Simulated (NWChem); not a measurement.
# CH5GaS2; SMILES [CH3][Ga]([SH])[SH]

```xyz
9

Ga     0.3344     0.0047    -0.0023
C      2.2892     0.0022     0.0028
H      2.6671    -0.4929    -0.9045
H      2.6611    -0.5583     0.8739
H      2.6887     1.0252     0.0423
S     -0.7782    -1.9058    -0.1068
H     -2.0084    -1.3500    -0.0780
S     -0.7900     1.9075     0.0971
H     -2.0182     1.3474     0.0644
```
Atoms are numbered in this order, from 1.

Results from NWChem. All runs use the structure optimised with PBE0/def2-SVP. GIAO values for the isolated, static molecule; σ is the absolute isotropic shielding, δ = σ(reference) − σ with the isolated reference molecule computed at the same levels (13C: tetramethylsilane, 1H: tetramethylsilane).

Task: What does the run give for PBE/pcSseg-1? Quantities: σ Ga1 (ppm); δ C2 (ppm); δ H3 (rotor mean) (ppm); σ S6 (ppm); δ H7 (ppm); σ S8 (ppm); δ H9 (ppm).

Result: 
```yaml
"σ Ga1 (ppm)": 1060.4
"δ C2 (ppm)": -0.4
"δ H3 (rotor mean) (ppm)": 0.50
"σ S6 (ppm)": 581.7
"δ H7 (ppm)": 1.03
"σ S8 (ppm)": 577.5
"δ H9 (ppm)": 1.10
```
